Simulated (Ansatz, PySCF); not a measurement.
Process, species as SMILES: CCCC[C@H](C)Cl [(2S)-2-chlorohexane] + 6 [H][H] (H2) -> 6 C (CH4) + Cl (HCl)
Structures are relaxed separately at B3LYP-D3(BJ)/def2-TZVP in Ansatz (a first-principles code), one conformer each, not searched for the lowest.
Geometry of the first species:
```
C
H 1 1.0940
H 1 1.0965 2 106.49
C 1 1.5195 2 108.78 3 -114.69
H 4 1.0898 1 110.16 2 -173.89
C 4 1.5158 5 110.49 1 126.03
H 6 1.0891 4 111.24 5 56.68
H 6 1.0907 7 108.47 4 -121.98
H 6 1.0930 7 108.50 8 -117.56
C 1 1.5243 2 110.17 3 118.32
H 10 1.0925 1 109.34 2 63.83
H 10 1.0959 11 106.32 1 -117.85
C 10 1.5267 11 109.50 12 -118.01
H 13 1.0948 10 109.09 11 -64.08
H 13 1.0951 14 106.12 10 117.79
C 13 1.5258 14 109.53 15 118.18
H 16 1.0914 13 111.49 14 -58.07
H 16 1.0925 17 107.80 13 -122.08
H 16 1.0927 17 107.76 18 -115.80
Cl 4 1.8309 5 103.75 1 -117.68
```
Charge 0, spin multiplicity 1.

Wanted: energy of full hydrogenation (enthalpy at 298 K, with B3LYP-D3(BJ) rigid-rotor harmonic-oscillator terms from PySCF), in kcal/mol. Correlated levels leave the core frozen unless marked. No spin-orbit coupling. Non-relativistic. Basis-set limits of correlation are two-point, X^-3; Hartree-Fock from the larger set. The bracket is a focal-point correction in the basis named.

From measured enthalpies of formation at 298 K: -80.1 kcal/mol (CCCC[C@H](C)Cl -48.8, CRC Handbook; [H][H] (H2) 0.0, ATcT 1.112; C (CH4) -17.8, ATcT 1.112; Cl (HCl) -22.0, ATcT 1.112). It holds spin-orbit effects, and any other conformers, which the calculations lack, and core correlation, which the frozen-core levels lack. This is an older compilation, not checked against later work.

| level | program | energy of full hydrogenation (kcal/mol) | error against measurement |
|---|---|---|---|
| HF/STO-3G | Ansatz | -86.9 | -6.8 |
| PBE-D4/def2-TZVPD | Ansatz + dftd4 | -75.6 | 4.5 |
| BLYP-D3(BJ)/def2-TZVPD | Ansatz + dftd3 | -78.0 | 2.1 |
| BLYP/def2-TZVPD | Ansatz | -91.5 | -11.4 |
| PBE0-D4/def2-TZVPD | Ansatz + dftd4 | -79.8 | 0.3 |
| PBE0/def2-TZVPD | Ansatz | -85.8 | -5.7 |
| PBE0/def2-QZVPP | Ansatz | -87.5 | -7.4 |
| r2SCANh-D4/def2-TZVPD | Ansatz + dftd4 | -79.9 | 0.2 |
| wB97M-V/def2-TZVPD | Ansatz | -79.2 | 0.9 |
| wB97X-V/def2-TZVPD | Ansatz | -78.6 | 1.5 |
| B2GP-PLYP-D4/def2-TZVPD | Ansatz + dftd4 | -79.6 | 0.5 |
| B2GP-PLYP/def2-TZVPD | Ansatz | -82.7 | -2.6 |
| MP2/cc-pV(T+d)Z | Ansatz | -76.4 | 3.7 |
| RI-MP2/aug-cc-pV(T+d)Z | Ansatz | -73.7 | 6.4 |
| SCS-MP2/aug-cc-pV(D+d)Z | Ansatz | -76.6 | 3.5 |
| SCS-MP2/cc-pV(T+d)Z | Ansatz | -80.6 | -0.5 |
| CCSD/6-31G* | Ansatz | -68.7 | 11.4 |
| CCSD/aug-cc-pV(D+d)Z | Ansatz | -81.9 | -1.8 |
| CCSD/aug-cc-pV(T+d)Z | Ansatz | -84.0 | -3.9 |
| CCSD(T)/cc-pVTZ | Ansatz | -80.8 | -0.7 |
| RI-MP2/CBS(aug-cc-pV(T+d)Z,aug-cc-pV(Q+d)Z)+[CCSD(T)-MP2]/aug-cc-pV(T+d)Z | Ansatz | -78.2 | 1.9 |
